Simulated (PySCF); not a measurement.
# Electron correlation in Ne²⁺ (neon, charge +2)

[He] 2s2 2p4, high-spin 3P determinant. Computed with PySCF 2.14 in cc-pVDZ-DK (3s2p1d, 14 functions), with the spin-free X2C one-electron Hamiltonian (Gaussian nucleus). Frozen: 1s2; 6 electrons correlated.

MP2 pair energies summed by pair of shells (mhartree):

| pair | energy | share (%) |
| --- | --- | --- |
| 2p-2p | -43.85 | 46.7 |
| 2s-2p | -42.95 | 45.8 |
| 2s-2s | -7.07 | 7.5 |

Total MP2 correlation energy: -93.86 mhartree.

Same-spin part -22.34 and opposite-spin part -71.53 mhartree; SCS-MP2 scales them by 1/3 and 6/5 to -93.28 mhartree.

| level | correlation energy (mhartree) |
| --- | --- |
| CCSD | -106.25 |
| (T) | -0.64 |
| CCSD(T) | -106.89 |

Diagnostics: T1 = 0.0029, D1 = 0.0048, largest double amplitude 0.031.

Cost of the coupled-cluster step: 0.08 s of wall time on 1 thread of Neoverse-V1 (shared host), for 6 correlated electrons.
